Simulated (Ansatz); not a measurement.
Reaction (silylene formation by 1,1-elimination): `Cl[SiH2][S][SbH2]` → `[SH][SbH2]` + `[SiH]Cl`

Isolated molecules relaxed with PBE0-D4/def2-TZVP in Ansatz; ΔE leaves out vibrations. CBS: MP2 limit from def2 TZ/QZ plus the TZ coupled-cluster correction, frozen cores. This one scheme is used for every species. DFT in def2-TZVPP. B3LYP here is the variant with VWN-RPA as its local correlation; programs differ in this. HSE06 is defined as in plane-wave codes. Elements past krypton have def2 core potentials. For Sb outer-core shells are correlated without core-valence functions, which leaves a few kJ/mol of doubt a bond. One conformer a species, not always the lowest.

Task: Is it downhill or uphill in electronic energy at CCSD(T)/CBS, and by how much? (Best estimate.)

Result: Ansatz gave: Uphill: ΔE = +268.7 kJ/mol.

Task: What do these levels give: PBE-D4, r2SCAN, B3LYP, HSE06, HF/def2-TZVPP, SCS-MP2/def2-QZVPP? (An estimate is asked.)

Result: Ansatz gave: PBE-D4 262.9, r2SCAN 278.5, B3LYP 235.4, HSE06 264.3, HF/def2-TZVPP 244.3, SCS-MP2/def2-QZVPP 275.4 kJ/mol.

Largest T1 diagnostic among the species: 0.013.

Leaving LDA and LC-ωPBE aside and taking each functional with its dispersion term where it has one, the values, not all of them listed here, spread over 42.4 kJ/mol, from BLYP-D4 to r2SCAN0-D4. LDA lies +33.2 kJ/mol from PBE without D4. At CCSD(T), def2-SVP lies −23.3 kJ/mol from the extrapolated value and def2-TZVPP −10.0 kJ/mol. The D4 term adds +22.0 kJ/mol with B3LYP and +11.9 kJ/mol with PBE0; it sums over pairs of atoms, weighted by their polarisabilities, and B3LYP, whose exchange is more repulsive, gets the larger term.
